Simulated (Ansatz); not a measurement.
The same path of BrF$_{2}$H$_{5}$W (9 atoms, charge 0, multiplicity 1) was run twice with different band settings. Lost on the way: Br8–H9. Made: F2–H9.

These are results of RKS CAM-B3LYP-D4/def2-SVP (Ansatz), not measurements.

Relaxed end points:

```xyz
9
Properties=species:S:1:pos:R:3
W 0.038 0.044 -0.036
F -0.046 -0.050 1.833
H 1.341 -1.031 0.382
H -1.072 1.315 0.390
H -1.581 -0.345 -0.262
H -0.307 -1.584 -0.268
F 0.588 0.616 -1.680
Br 2.062 2.123 0.829
H 1.725 1.774 2.172
```

```xyz
9
Properties=species:S:1:pos:R:3
W 0.247 0.260 -0.319
F 0.139 0.137 2.107
H 1.461 -0.645 0.380
H -0.689 1.447 0.387
H -1.344 -0.123 0.059
H -0.091 -1.342 0.054
F 0.314 0.336 -2.136
Br 1.928 1.985 0.542
H 0.782 0.806 2.286
```

Common settings: movable images 7; climbing image yes; spring 5.0 eV/Å²; optimiser quadratic models (default); force threshold 0.05 eV/Å; iteration limit 60; end points relaxed.

| run | start path |
| --- | --- |
| 1 | through a guess of the saddle point |
| 2 | straight line |

What does each run give, and how far can it be trusted?

Run 1: converged after 14 iterations, highest image 0.208 eV above the first end. A vibrational analysis at the climbing image gives one clearly imaginary mode, 427i cm⁻¹: a first-order saddle point.
Run 2: converged after 18 iterations, highest image 0.209 eV above the first end. Another band between the same ends (7 images) ends at a top of the same energy, where a vibrational analysis finds 1 clearly imaginary mode.
The orbitals stay closed-shell, which can raise the energy where a bond breaks towards radicals; this wasn't checked here.
